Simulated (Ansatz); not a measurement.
C$_{2}$H$_{3}$BClF (`F[C@H]1B[C@@H]1Cl`), relaxed with RKS PBE-D4/def2-SVP in the Gaussian-basis code of Ansatz from a rough embedded geometry. The force threshold is 0.03 eV/Å; the program also tests the step.

Total charge 0; spin multiplicity 1.

Start:

```xyz
8

F     1.762    0.836   -0.055
C     0.393    0.696   -0.272
B     0.049   -0.816   -0.625
C    -0.313   -0.152    0.689
Cl   -2.040    0.214    0.929
H    -0.197    1.478   -0.834
H     0.055   -1.776   -1.409
H     0.290   -0.480    1.576
```

How much energy does the relaxation release, and in how many steps? (An estimate is asked.)

The calculation gave: 34.83 kJ/mol, in 13 steps.

Which bonds change most? (Best estimate.)

The calculation gave: B3–H7 from 1.239 to 1.204 Å; C2–B3 from 1.591 to 1.555 Å; B3–C4 from 1.516 to 1.546 Å; C2–C4 from 1.463 to 1.493 Å.

Give the relaxed structure. (An estimate is asked.)

Computed: 
```xyz
8

F     1.674    1.157    0.087
C     0.475    0.620   -0.310
B     0.071   -0.835   -0.685
C    -0.432   -0.139    0.601
Cl   -1.978    0.413    1.278
H    -0.089    1.318   -0.974
H     0.128   -1.825   -1.366
H     0.151   -0.709    1.369
```
